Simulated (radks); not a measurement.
Q: Valence configurations of Nd+ (all share [Xe]). All-electron calculation, non-relativistic Kohn-Sham, r2SCAN, spin-polarised, spherical densities, point nucleus; open shells are filled with parallel spins first (spin-orbit coupling, left out, can overturn this in heavy ions); meta-GGA in the generalised Kohn-Sham scheme; relativity is left out, which matters for an element this heavy. Program: a radial shooting solver on a logarithmic mesh with Libxc functionals. Order these by energy: 4f3.5 6s1.5; 4f3 5d1 6s1; 4f3 5d1 6p1; 4f4 5d1; 4f4.5 6s0.5; 4f4 6s1; 4f2 5d2 6p1; 4f5; 4f4 6p1; 4f3 6s1 6p1.

A: From the lowest, in eV above it: 4f4.5 6s0.5 0.000; 4f5 0.270; 4f4 6s1 0.895; 4f4 5d1 1.132; 4f4 6p1 3.482; 4f3.5 6s1.5 4.078; 4f3 5d1 6s1 6.513; 4f3 5d1 6p1 9.411; 4f3 6s1 6p1 10.655; 4f2 5d2 6p1 20.025. NIST lists [Xe] 4f4 6s1 as the ground configuration; this level of theory puts 4f4.5 6s0.5 lower, by 0.895 eV. The energies are those of spherical high-spin densities, not of single terms. Relativity is left out, which favours d and f over s occupation in heavy atoms.
